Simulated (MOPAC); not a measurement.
A run for MOPAC: PM7 on BeF2 (SMILES [F][Be][F]), a point of a bond scan (R = 2.417 Å).

```
PM7 1SCF PRECISE CHARGE=0 THREADS=1
BeF2

Be     0.00000000 1     0.00000000 1     0.00000000 1
F     -0.00000000 1    -0.00000000 1    -2.41704381 1
F      0.00000000 1     0.00000000 1     1.38116789 1
```

It printed:

```
*******************************************************************************
 **                                                                           **
 **                              MOPAC v23.2.5                                **
 **                                                                           **
 *******************************************************************************
 ** MOPAC's Digital Object Identifier: https://doi.org/10.5281/zenodo.6511958 **
 **                                                                           **
 ** Please cite the open-source release paper for use of this MOPAC version:  **
 ** J. E. Moussa and J. J. P. Stewart (2026)                                  **
 ** MOPAC: An open-source semiempirical molecular orbital program             **
 ** J. Open Source Softw., 11(119), 8025, https://doi.org/10.21105/joss.08025 **
 *******************************************************************************

                              PM7 CALCULATION RESULTS

 *******************************************************************************
 *  PM7        - The PM7 Hamiltonian to be used
 *
 *
 *
 *                 CHARGE ON SYSTEM = 0
 *
 *
 *
 *  PRECISE    - TIGHTER CRITERIA TO BE USED
 *  1SCF       - DO 1 SCF AND THEN STOP
 *  THREADS=1  - MULTI-THREADING NOT USED
 *  T=         - A TIME OF 172800.0 SECONDS REQUESTED
 *  DUMP=N     - RESTART FILE WRITTEN EVERY 7200.0 SECONDS REQUESTED
 *******************************************************************************
PM7 1SCF PRECISE CHARGE=0 THREADS=1
 BeF2

   ATOM   CHEMICAL          X               Y               Z
  NUMBER   SYMBOL      (ANGSTROMS)     (ANGSTROMS)     (ANGSTROMS)

     1      Be          0.00000000  *   0.00000000  *   0.00000000  *
     2       F         -0.00000000  *  -0.00000000  *  -2.41704381  *
     3       F          0.00000000  *   0.00000000  *   1.38116789  *



          CARTESIAN COORDINATES

    NO.       ATOM           X           Y           Z

     1        Be          0.0000      0.0000      0.0000
     2         F         -0.0000     -0.0000     -2.4170
     3         F          0.0000      0.0000      1.3812

 General Reference for PM7:
 "Optimization of Parameters for Semiempirical Methods VI: More Modifications to the
 NDDO Approximations and Re-optimization of Parameters", J. J. P. Stewart, J. Mol. Mod., 1:32, 19 (2013)
 https://link.springer.com/article/10.1007/s00894-012-1667-x

           Empirical Formula: Be F2  =     3 atoms



      MOLECULAR POINT GROUP   :   C*v


      RHF CALCULATION, NO. OF DOUBLY OCCUPIED LEVELS = 8


 -------------------------------------------------------------------------------
 PM7 1SCF PRECISE CHARGE=0 THREADS=1
 BeF2



     1SCF WAS SPECIFIED, SO BFGS WAS NOT USED
     SCF FIELD WAS ACHIEVED


                              PM7 CALCULATION
                                                       MOPAC v23.2.5 Linux




          FINAL HEAT OF FORMATION =        -68.44942 KCAL/MOL =    -286.39239 KJ/MOL


          COSMO AREA              =         85.22 SQUARE ANGSTROMS
          COSMO VOLUME            =         66.37 CUBIC ANGSTROMS

          IONIZATION POTENTIAL    =         10.602579 EV
          HOMO LUMO ENERGIES (EV) =        -10.603 -2.066
          NO. OF FILLED LEVELS    =          8
          MOLECULAR WEIGHT        =         47.0090         POINT GROUP:  C*v

          MOLECULAR DIMENSIONS (Angstroms)

            Atom       Atom       Distance
            F     3    F     2     3.79821
            F     3    F     2     0.00000
           Be     1    F     2     0.00000


          SCF CALCULATIONS        =          1





   ATOM   CHEMICAL          X               Y               Z
  NUMBER   SYMBOL      (ANGSTROMS)     (ANGSTROMS)     (ANGSTROMS)

     1      Be          0.00000000  *   0.00000000  *   0.00000000  *
     2       F         -0.00000000  *  -0.00000000  *  -2.41704381  *
     3       F          0.00000000  *   0.00000000  *   1.38116789  *

                             CARTESIAN COORDINATES

   1   Be        0.000000000     0.000000000     0.000000000
   2    F       -0.000000000    -0.000000000    -2.417043810
   3    F        0.000000000     0.000000000     1.381167890


           Empirical Formula: Be F2  =     3 atoms



      MOLECULAR POINT GROUP   :   C*v


                  EIGENVALUES
 -40.94429 -33.91960 -17.66206 -16.88010 -16.88010 -11.76734 -11.76734 -10.60258
  -2.06647   0.53740   0.53740   2.61202


              NET ATOMIC CHARGES AND DIPOLE CONTRIBUTIONS

  ATOM NO.   TYPE          CHARGE      No. of ELECS.   s-Pop       p-Pop
    1         Be           1.082523        0.9175     0.40356     0.51392
    2          F          -0.698008        7.6980     1.99779     5.70022
    3          F          -0.384516        7.3845     1.95593     5.42858
 DIPOLE           X         Y         Z       TOTAL
 POINT-CHG.     0.000     0.000     5.553     5.553
 HYBRID         0.000     0.000    -0.620     0.620
 SUM            0.000     0.000     4.933     4.933


          ATOMIC ORBITAL ELECTRON POPULATIONS

     Atom    s        px        py        pz
    1 Be   0.40356   0.05670   0.05670   0.40052
    2  F   1.99779   1.99966   1.99966   1.70089
    3  F   1.95593   1.94363   1.94363   1.54131

 **********************
 *                    *
 * JOB ENDED NORMALLY *
 *                    *
 **********************




 == MOPAC DONE ==
```

The run finished.

Cost: roughly 0.020 core-seconds.
